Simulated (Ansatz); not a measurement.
CH8BGeN can be A, `[BH2][GeH]([CH3])[NH2]`, or B, `BC[NH][GeH3]`.

Calculated with Ansatz (gas phase, PBE0-D4/def2-TZVP geometries, no zero-point term in ΔE). CBS: MP2 limit from def2 TZ/QZ plus the TZ coupled-cluster correction, frozen cores. Functionals use def2-TZVPP. For Ge outer-core shells are correlated without core-valence functions, which leaves a few kJ/mol of doubt a bond. Scalar relativity is left out up to krypton. Each species was taken in one conformer, which may not be the lowest.

Question: Which isomer does CCSD(T)/CBS put lower? Give the gap. (An estimate is asked.)

Answer: Ansatz gave: A, by 68.4 kJ/mol.

Question: Give E(B) − E(A) in kJ/mol with CCSD(T)/def2-SVP, LDA (SPW92), CCSD/def2-TZVPP, PBE-D4, CCSD(T)/def2-TZVPP, ωB97M-V, MP2/def2-TZVPP. (Estimate.)

Answer: The calculation gave: CCSD(T)/def2-SVP 38.6, LDA (SPW92) 18.9, CCSD/def2-TZVPP 71.5, PBE-D4 45.6, CCSD(T)/def2-TZVPP 68.4, ωB97M-V 55.4, MP2/def2-TZVPP 69.2. None reverses the order clearly.

Question: Does the order hold for the free energy at 298.15 K (harmonic terms from PBE0-D4)? (Best estimate.)

Answer: Ansatz gave: Yes: G(B) − G(A) = +60.9 kJ/mol, for one conformer each.

Largest T1 diagnostic: 0.012.

From BLYP to BHLYP (50 % exact exchange), in def2-TZVPP and without D4, E(B) − E(A) moves by +8.6 kJ/mol. Leaving LDA and LC-ωPBE aside and taking each functional with its dispersion term where it has one, the values, not all of them listed here, spread over 16.9 kJ/mol, from PBE-D4 to BHLYP-D4. LDA lies −26.7 kJ/mol from PBE without D4.
